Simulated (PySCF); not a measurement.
ClFH5NSi2.

```xyz
10

N     -2.7374     0.6151     0.8395
Si    -1.5501    -0.4473     0.1592
Si     0.6751     0.2923     0.3030
F      0.8067     1.7293    -0.4541
Cl     1.8880    -1.0587    -0.6909
H     -2.8228     0.6921     1.8469
H     -2.9163     1.5090     0.3950
H     -1.8303    -0.6289    -1.2967
H     -1.6191    -1.7593     0.8713
H      1.2443     0.4849     1.6677
```
Charge 0, spin multiplicity 1.

The structure is a stationary point at PBE0-D3(BJ)/def2-SVP. The structure was generated by enumeration; whether it is a known compound was not checked. The values are those of a single conformer.

These are PBE0/pcSseg-1 (PySCF) values and carry that method's errors. Non-relativistic, no solvent.

Computed absolute GIAO shielding of each atom: isotropic value and principal components (ppm):
| atom | σ(iso) | σ11 | σ22 | σ33 | span |
|---|---|---|---|---|---|
| N1 | 270.7 | 234.2 | 263.4 | 314.7 | 80.5 |
| Si2 | 402.1 | 354.4 | 382.1 | 469.9 | 115.6 |
| Si3 | 329.2 | 283.2 | 337.5 | 366.9 | 83.7 |
| F4 | 352.8 | 277.4 | 346.8 | 434.3 | 156.9 |
| Cl5 | 893.3 | 692.3 | 956.6 | 1030.9 | 338.7 |
| H6 | 31.6 | 23.9 | 27.5 | 43.3 | 19.4 |
| H7 | 31.4 | 23.6 | 27.7 | 42.9 | 19.3 |
| H8 | 26.4 | 22.5 | 26.4 | 30.3 | 7.8 |
| H9 | 26.6 | 22.8 | 26.6 | 30.5 | 7.6 |
| H10 | 25.5 | 22.4 | 23.5 | 30.5 | 8.0 |
